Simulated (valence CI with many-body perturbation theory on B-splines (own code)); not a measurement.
# Energy levels of Ru XIV

Method: relativistic CI+MBPT: three valence electrons over a frozen Dirac-Fock core [Ar] 3d10, radial functions for each j: 11 s, 11 p, 9 d, 7 f, 5 g, 2 h, 1 i, with the one-electron correlation potential Σ1 (screened to all orders), the two-electron term Σ2, the three-electron term Σ3, Breit, model QED; selected single and double excitations, second order for the rest (own B-spline code, finite nucleus).

No measured levels were compared; by estimate levels hold to about 250 cm⁻¹ or 0.2 % of their energy and the worst to 1 %, as in measured heavy ions of charge 2 to 7; those with d or f electrons hold less well.

Levels 1 to 45 of 69, with energies above the lowest level, 4s2 4p 2P°_1/2. "Leading %" is the weight of the configuration and term that name the level; weights of strongly mixed levels are sums over their largest components and can fall short. In the jj column 3d3/2^4 stands for four electrons in 3d with j = 3/2. Lifetimes count E1, E2, E3, M1 and M2 decay at the calculated energies, and are blank where another channel may lead or the interval is too uncertain; long ones can be off by a factor of two.

| No. | Configuration | Term | J | E (eV) | Leading % | Leading jj | Lifetime |
| --- | --- | --- | --- | --- | --- | --- | --- |
| 1 | 4s2 4p | 2P° | 1/2 | 0.00 | 98 | 4s^2 4p1/2 (98 %) |  |
| 2 | 4s2 4p | 2P° | 3/2 | 4.87 | 98 | 4s^2 4p3/2 (98 %) | 1.83 ms |
| 3 | 4s 4p2 | 4P | 1/2 | 28.43 | 93 | 4s 4p1/2^2 (68 %) | 2.38 ns |
| 4 | 4s 4p2 | 4P | 3/2 | 30.93 | 98 | 4s 4p1/2 4p3/2 (94 %) | 15.4 ns |
| 5 | 4s 4p2 | 4P | 5/2 | 32.93 | 86 | 4s 4p1/2 4p3/2 (69 %) | 2.54 ns |
| 6 | 4s 4p2 | 2D | 3/2 | 38.09 | 88 | 4s 4p1/2 4p3/2 (77 %) | 125 ps |
| 7 | 4s 4p2 | 2D | 5/2 | 39.48 | 80 | 4s 4p3/2^2 (67 %) | 249 ps |
| 8 | 4s 4p2 | 2P | 1/2 | 42.47 | 56 | 4s 4p1/2 4p3/2 (55 %) | 26.4 ps |
| 9 | 4s 4p2 | 2S | 1/2 | 47.30 | 56 | 4s 4p3/2^2 (78 %) | 28.7 ps |
| 10 | 4s 4p2 | 2P | 3/2 | 48.20 | 93 | 4s 4p3/2^2 (74 %) | 17.9 ps |
| 11 | 4s2 4d | 2D | 3/2 | 61.14 | 92 | 4s^2 4d3/2 (92 %) | 10.3 ps |
| 12 | 4s2 4d | 2D | 5/2 | 61.91 | 93 | 4s^2 4d5/2 (93 %) | 12.0 ps |
| 13 | 4p3 | 4S° | 3/2 | 70.71 | 40 | 4p1/2^2 4p3/2 (85 %) | 35.1 ps |
| 14 | 4p3 | 4S° | 3/2 | 73.43 | 49 | 4p1/2 4p3/2^2 (91 %) | 31.9 ps |
| 15 | 4p3 | 2D° | 5/2 | 73.83 | 84 | 4p1/2 4p3/2^2 (84 %) | 80.2 ps |
| 16 | 4p3 | 2P° | 1/2 | 78.77 | 90 | 4p1/2 4p3/2^2 (90 %) | 35.4 ps |
| 17 | 4p3 | 2P° | 3/2 | 81.35 | 64 | 4p3/2^3 (80 %) | 35.4 ps |
| 18 | 4s 4p 4d | 4F° | 3/2 | 83.77 | 94 | 4s 4p1/2 4d3/2 (88 %) | 344 ps |
| 19 | 4s 4p 4d | 4F° | 5/2 | 84.76 | 93 | 4s 4p1/2 4d3/2 (50 %) | 254 ps |
| 20 | 4s 4p 4d | 4F° | 7/2 | 86.34 | 92 | 4s 4p1/2 4d5/2 (57 %) | 195 ps |
| 21 | 4s 4p 4d | 4P° | 5/2 | 88.67 | 60 | 4s 4p1/2 4d5/2 (88 %) | 15.1 ps |
| 22 | 4s 4p 4d | 4F° | 9/2 | 88.88 | 100 | 4s 4p3/2 4d5/2 (100 %) |  |
| 23 | 4s 4p 4d | 4D° | 3/2 | 89.27 | 52 | 4s 4p1/2 4d3/2 (48 %) | 11.3 ps |
| 24 | 4s 4p 4d | 4D° | 1/2 | 89.62 | 83 | 4s 4p1/2 4d3/2 (74 %) | 9.20 ps |
| 25 | 4s 4p 4d | 4D° | 5/2 | 92.17 | 40 | 4s 4p3/2 4d3/2 (50 %) | 12.7 ps |
| 26 | 4s 4p 4d | 2D° | 3/2 | 92.24 | 54 | 4s 4p3/2 4d3/2 (65 %) | 12.4 ps |
| 27 | 4s 4p 4d | 4P° | 1/2 | 92.34 | 87 | 4s 4p3/2 4d3/2 (96 %) | 13.7 ps |
| 28 | 4s 4p 4d | 4D° | 7/2 | 92.57 | 91 | 4s 4p3/2 4d5/2 (61 %) | 9.93 ps |
| 29 | 4s 4p 4d | 4P° | 3/2 | 92.71 | 49 | 4s 4p3/2 4d3/2 (48 %) | 13.9 ps |
| 30 | 4s 4p 4d | 4D° | 5/2 | 92.95 | 34 | 4s 4p3/2 4d5/2 (45 %) | 14.0 ps |
| 31 | 4s 4p 4d | 2F° | 5/2 | 94.69 | 60 | 4s 4p3/2 4d5/2 (48 %) | 22.4 ps |
| 32 | 4s 4p 4d | 2F° | 7/2 | 97.94 | 98 | 4s 4p3/2 4d5/2 (69 %) | 29.5 ps |
| 33 | 4s 4p 4d | 2P° | 3/2 | 99.50 | 68 | 4s 4p1/2 4d3/2 (33 %) | 9.13 ps |
| 34 | 4s 4p 4d | 2F° | 7/2 | 100.57 | 83 | 4s 4p3/2 4d5/2 (45 %) | 9.30 ps |
| 35 | 4s 4p 4d | 2F° | 5/2 | 100.90 | 82 | 4s 4p3/2 4d3/2 (64 %) | 9.32 ps |
| 36 | 4s 4p 4d | 2P° | 1/2 | 102.14 | 92 | 4s 4p3/2 4d5/2 (82 %) | 11.0 ps |
| 37 | 4s 4p 4d | 2P° | 1/2 | 103.62 | 92 | 4s 4p3/2 4d3/2 (77 %) | 8.61 ps |
| 38 | 4s 4p 4d | 2D° | 3/2 | 104.48 | 48 | 4s 4p3/2 4d5/2 (55 %) | 7.67 ps |
| 39 | 4s 4p 4d | 2P° | 3/2 | 104.61 | 65 | 4s 4p3/2 4d5/2 (43 %) | 7.93 ps |
| 40 | 4s 4p 4d | 2D° | 5/2 | 105.03 | 87 | 4s 4p3/2 4d5/2 (70 %) | 6.46 ps |
| 41 | 4s2 4f | 2F° | 7/2 | 117.59 | 85 | 4s^2 4f7/2 (85 %) | 8.08 ps |
| 42 | 4s2 4f | 2F° | 5/2 | 117.66 | 84 | 4s^2 4f5/2 (84 %) | 7.63 ps |
| 43 | 4s2 5s | 2S | 1/2 | 119.85 | 97 | 4s^2 5s (97 %) | 4.66 ps |
| 44 | 4p2 4d | 4F | 3/2 | 121.11 | 73 | 4p1/2^2 4d3/2 (75 %) | 48.8 ps |
| 45 | 4p2 4d | 4F | 5/2 | 122.38 | 45 | 4p1/2^2 4d5/2 (58 %) | 55.5 ps |

Names give the largest LS component (configuration and term), which can be under half, so a name can repeat, a term be missing and a line seem to break the LS rules; names also repeat where a configuration has a term twice.

Where two levels of one J and parity lie close, their mixing, g and order are uncertain.

The ionisation energy to 4s2 1S_0 of the next ion comes out as 296.72 eV (NIST: 295.9 ± 0.09 eV (semi-empirical)). All 69 levels together are meant to be complete up to 137.50 eV.
